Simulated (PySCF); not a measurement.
Molecule: `C1C[SiH2]CCO1`, C4H10OSi.

Atoms are numbered as in `[CH2:1]1[CH2:2][SiH2:3][CH2:4][CH2:5][O:6]1` (H(Xn): hydrogen on atom n).

Geometry PBE0-D3(BJ)/def2-SVP throughout; GIAO in PySCF 2.14.0 with density-fitted response routines, gas phase, one conformer, non-relativistic; equivalent atoms averaged; basis pcSseg-1.

Q: How do the shifts δ (against TMS, H2O at the same level) depend on the functional? (ppm; last column core-seconds on shared hosts with different chips, so compare them loosely)

A: 
```tsv
functional	kind	C1/C5	C2/C4	Si3	O6	H(Si3)	H(C1)/H(C5)	H(C2)/H(C4)	core-s
HF	Hartree–Fock	57.5	7.1	-42.9	13.9	3.85	3.38	0.80	10
LDA	LDA	70.1	8.3	-58.8	64.6	4.44	3.93	1.15	21
PBE	GGA	68.8	9.0	-54.4	64.4	4.24	3.85	1.10	27
BLYP	GGA	70.3	10.2	-53.9	69.6	4.14	3.86	1.07	28
BP86	GGA	68.9	9.1	-53.5	60.3	4.23	3.86	1.09	27
OPBE	GGA	65.4	8.5	-50.1	56.7	4.17	3.78	1.09	27
KT2	GGA	67.7	9.3	-55.1	63.1	4.21	3.84	1.12	23
KT3	GGA	66.7	9.8	-51.4	64.2	4.04	3.78	1.08	23
B97-D	GGA	68.0	9.4	-50.1	59.3	4.08	3.84	1.05	24
B3LYP	global hybrid	67.4	9.2	-51.5	54.9	4.07	3.73	1.00	15
PBE0	global hybrid	65.5	8.1	-51.0	47.2	4.14	3.69	1.00	34
mPW1PW91	global hybrid	65.5	8.2	-50.0	46.3	4.10	3.67	0.99	16
WP04	global hybrid	68.1	10.5	-45.0	46.9	3.52	3.54	0.91	17
B97-2	global hybrid	65.3	8.5	-49.0	46.9	4.05	3.69	0.99	17
BHandHLYP	global hybrid	63.6	8.4	-48.1	38.4	3.96	3.57	0.92	16
CAM-B3LYP	range-separated hybrid	66.0	8.7	-51.3	47.5	4.06	3.68	0.96	22
wB97X-D	range-separated hybrid	65.1	8.0	-49.4	40.1	4.10	3.63	0.94	22
LC-wPBE	range-separated hybrid	63.4	7.2	-48.8	33.6	4.04	3.57	0.91	30
```

Q: Which nucleus moves most, in ppm?

A: O6 (ether oxygen): from 13.9 ppm with HF to 69.6 ppm with BLYP. The smallest spread is 0.35 ppm, at H(C2)/H(C4). Proton shifts span only some 12 ppm, so a few tenths of a ppm matter as much there as several ppm in carbon.
